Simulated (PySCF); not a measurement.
**Correlation energy of Dy (dysprosium, neutral)**

Starting occupation: [Xe] 4f10 6s2, 4f5/2 with m_j = -5/2, -3/2, -1/2, +1/2, +3/2, +5/2, 4f7/2 with m_j = +1/2, +3/2, +5/2, +7/2. Calculation: PySCF 2.14, in x2c-TZVPPall-2c; X2C-1e with screened-nucleus spin-orbit coupling, Gaussian nucleus. Frozen: [Ar] 3d10; 38 electrons correlated; the 18 highest virtual spinors left out.

MP2 pair energies summed by pair of shells (mhartree):

```json
{"pair": "4f-4f", "energy": "-338.45", "share (%)": "20.2"}
{"pair": "4d-4f", "energy": "-325.92", "share (%)": "19.5"}
{"pair": "4f-5p", "energy": "-230.04", "share (%)": "13.7"}
{"pair": "4d-4d", "energy": "-131.73", "share (%)": "7.9"}
{"pair": "5p-5p", "energy": "-121.83", "share (%)": "7.3"}
{"pair": "4d-4p", "energy": "-90.35", "share (%)": "5.4"}
{"pair": "4d-5p", "energy": "-78.55", "share (%)": "4.7"}
{"pair": "4f-4p", "energy": "-73.22", "share (%)": "4.4"}
{"pair": "4f-5s", "energy": "-48.25", "share (%)": "2.9"}
{"pair": "5p-5s", "energy": "-33.58", "share (%)": "2.0"}
{"pair": "5p-6s", "energy": "-30.61", "share (%)": "1.8"}
{"pair": "4d-5s", "energy": "-28.10", "share (%)": "1.7"}
{"pair": "4d-4s", "energy": "-22.30", "share (%)": "1.3"}
{"pair": "4p-4p", "energy": "-21.76", "share (%)": "1.3"}
{"pair": "4f-4s", "energy": "-17.43", "share (%)": "1.0"}
{"pair": "6s-6s", "energy": "-17.38", "share (%)": "1.0"}
{"pair": "4f-6s", "energy": "-16.57", "share (%)": "1.0"}
{"pair": "4p-5p", "energy": "-13.03", "share (%)": "0.8"}
{"pair": "4p-4s", "energy": "-12.08", "share (%)": "0.7"}
{"pair": "4p-5s", "energy": "-6.91", "share (%)": "0.4"}
{"pair": "5s-5s", "energy": "-6.16", "share (%)": "0.4"}
{"pair": "4d-6s", "energy": "-2.82", "share (%)": "0.2"}
{"pair": "4s-5p", "energy": "-2.21", "share (%)": "0.1"}
{"pair": "4s-4s", "energy": "-1.90", "share (%)": "0.1"}
{"pair": "5s-6s", "energy": "-1.53", "share (%)": "0.1"}
{"pair": "4s-5s", "energy": "-0.97", "share (%)": "0.1"}
{"pair": "4p-6s", "energy": "-0.47", "share (%)": "0.0"}
{"pair": "4s-6s", "energy": "-0.07", "share (%)": "0.0"}
```

Total MP2 correlation energy: -1674.2 mhartree.

The GHF reference relaxed away from the jj start to a determinant that is no pure jj level (⟨S²⟩ = 5.90, ⟨J²⟩ = 72.01); the energies belong to that determinant.

This basis was not built for core-valence correlation, so the inner-shell part is incomplete.
